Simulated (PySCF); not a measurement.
Compound: aluminum trichloride, AlCl3.
Cartesian coordinates in Å at the PBE0-D3(BJ)/def2-SVP level; atoms count from 1:
```xyz
4
AlCl3 angstrom
Cl     2.0646   -0.2912    0.0151
Al     0.0069   -0.0019   -0.0138
Cl    -0.7603    1.9278   -0.0045
Cl    -1.2907   -1.6251   -0.0425
```

Computed with PBE0-D3(BJ)/def2-SVP geometry optimisation, gas phase in PySCF 2.14.0.

Problem. Which atoms are bound to Al2, and at what distances?

Solution. 3 atoms: Cl3 2.077 Å, Cl1 2.078 Å, Cl4 2.078 Å.

Problem. List the angles at Al2.

Solution. 
```tsv
angle	degrees	distance of the outer atoms (Å)
Cl1–Al2–Cl4	120.6	3.61
Cl3–Al2–Cl4	119.7	3.59
Cl1–Al2–Cl3	119.7	3.59
```

Problem. What is the shape at Al2?

Solution. Planar: angles 120.6°, 119.7° and 119.7°, sum 360.0°, 0.00 Å off the plane of its three neighbours. Differences among atoms that D3h makes equivalent are scatter left by the optimiser.

Point group: D3h (every atom within 0.08 Å of its image). Charge 0, singlet. No PBE0-D3(BJ)/def2-SVP frequencies stand behind this structure, so it isn't proved a minimum.
